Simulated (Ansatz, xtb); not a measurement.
Redistribution: CHBrF2 + CH4O → CH2F2O + CH3Br

Species: CHBrF2 `FC(F)Br`, singlet; CH4O (methanol) `CO`, singlet; CH2F2O `OC(F)F`, singlet; CH3Br (bromomethane) `CBr`, singlet. The partners trade Br for OH; both sit on C, so the bond types are kept.

Shapes, held fixed at every level: PBE0-D4/def2-TZVP. Flexible molecules stand in one conformer, not always the lowest. Programs: Ansatz 0.2.0, xtb 6.7.1. The zero-point and thermal change to 298 K, harmonic and unscaled (PBE0-D4/def2-TZVP), is +0.3 kJ/mol.

```
             level                    kind  ΔH(298 K) (kJ/mol)  less CCSD(T)/def2-TZVPP
          GFN0-xTB          semi-empirical               -52.8                    +34.9
 PBE-D4/def2-TZVPP                     GGA               -76.2                    +11.5
PBE0-D4/def2-TZVPP           global hybrid               -83.8                     +3.9
wB97M-V/def2-TZVPP  range-separated hybrid               -85.5                     +2.2
      MP2/def2-SVP     perturbation theory               -99.4                    -11.7
    MP2/def2-TZVPP     perturbation theory               -88.7                     -1.0
  CCSD(T)/def2-SVP   coupled cluster or CI               -96.5                     -8.8
   CCSD/def2-TZVPP   coupled cluster or CI               -89.2                     -1.5
CCSD(T)/def2-TZVPP   coupled cluster or CI               -87.7                      0.0
```

The highest level, CCSD(T)/def2-TZVPP, gives ΔH(298 K) = -87.7 kJ/mol; the levels span -99.4 to -52.8. The column of differences is taken from that level and isn't an error. No measured value is set beside it here. Relativity is left out for Br unless named. Correlated rows may include outer-core shells of Br, which these sets cover unevenly.
